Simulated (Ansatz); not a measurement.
C2H6Be, charge +1, doublet, at a GFN2-xTB geometry (such geometries of metal compounds can be far from the true shape) (a state made from the parent by changing its charge; the spin is typed, not shown lowest), atoms displaced at random by about 0.03 Å a coordinate; B3LYP/STO-3G, gradient (Ansatz, an electronic-structure program).

The Ansatz input:
Ansatz 0.2 input:
```yaml
crystal:
  periodic: [false, false, false]
  atoms:
    - {symbol: Be, position_ang: [-0.00778757, 0.01074705, -0.00971278]}
    - {symbol: C, position_ang: [1.33855314, 0.21784069, -1.06699409]}
    - {symbol: H, position_ang: [1.94503274, -0.77483688, -0.99837580]}
    - {symbol: H, position_ang: [1.88252649, 1.06536520, -0.88932598]}
    - {symbol: H, position_ang: [0.97783487, 0.22489234, -2.08787322]}
    - {symbol: C, position_ang: [-1.32392264, -0.16900079, 1.03783094]}
    - {symbol: H, position_ang: [-1.82919564, -1.14281294, 0.88023101]}
    - {symbol: H, position_ang: [-2.00349623, 0.63443983, 0.95629727]}
    - {symbol: H, position_ang: [-1.01918412, -0.14095889, 2.11514651]}
basis:
  gaussian:
    orbitals: STO-3G
hamiltonian:
  xc: b3lyp
total_charge: 1
magnetization: {spin_polarized: true, initial_magnetization: 1}
output: {forces: true}
```

It wrote (shortened):

```
Functional definition: B3LYP
272 factors; integrals over basis functions are off by at most 4.9e-4 eV
mean field evaluation 1: about -2532.1693 eV, gradient 1.1e1 eV
mean field evaluation 2: about -2531.9415 eV, gradient 1.2e1 eV
mean field evaluation 4: about -2532.9173 eV, gradient 5.3e-1 eV
mean field evaluation 8: about -2532.9490 eV, gradient 3.1e-2 eV
mean field evaluation 16: about -2532.9490 eV, gradient 7.9e-5 eV
mean field -2532.94899120 eV, -93.0841585320 hartree, gradient 7.9e-5 eV, S^2 0.755891; 0 other end points of the search recorded, 0 dependent functions left out
the calculation of the forces begins
reference -2532.94919250 eV, -93.0841659299 hartree; 11, 10 occupied and 10, 11 virtual orbitals, 272 factors
Total energy: -2532.94919250 eV, -93.0841659299 hartree
Atom 0 at    -0.007788     0.010747    -0.009713 Å, force     0.195042    -0.129674    -0.022914 eV/Å
Atom 1 at     1.338553     0.217841    -1.066994 Å, force     0.304763    -5.023764    -1.488868 eV/Å
Atom 2 at     1.945033    -0.774837    -0.998376 Å, force    -0.844765     1.391634     0.687702 eV/Å
Atom 3 at     1.882526     1.065365    -0.889326 Å, force     2.151485     3.475396     1.293831 eV/Å
Atom 4 at     0.977835     0.224892    -2.087873 Å, force    -1.050628     0.295442    -1.010419 eV/Å
Atom 5 at    -1.323923    -0.169001     1.037831 Å, force    -0.183438    -1.666283     2.548081 eV/Å
Atom 6 at    -1.829196    -1.142813     0.880231 Å, force     0.168781    -0.184109    -0.615235 eV/Å
Atom 7 at    -2.003496     0.634440     0.956297 Å, force    -1.481592     1.938501    -0.955507 eV/Å
Atom 8 at    -1.019184    -0.140959     2.115147 Å, force     0.740352    -0.097142    -0.436672 eV/Å
Dipole moment:     0.059900    -0.054484    -0.057211 e Å
```
